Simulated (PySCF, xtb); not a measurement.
In(H)2(NH2) (H₄InN), SMILES [InH2][NH2].

Harmonic wavenumbers (cm⁻¹) from GFN2-xTB run with xtb at its own minimum, in rising order: 190, 285, 358, 429, 529, 628, 636, 1460, 1520, 1597, 3357, 3380.

What does PBE0-D3(BJ)/def2-TZVP in PySCF give at its own minimum? (Estimate from the structure and the level; the computed values follow.)

161, 353, 473, 539, 546, 636, 696, 1549, 1851, 1852, 3608, 3717. Paired by order, the mean absolute difference is 139 cm⁻¹ and the zero-point energies are 20.5 and 22.8 kcal/mol.
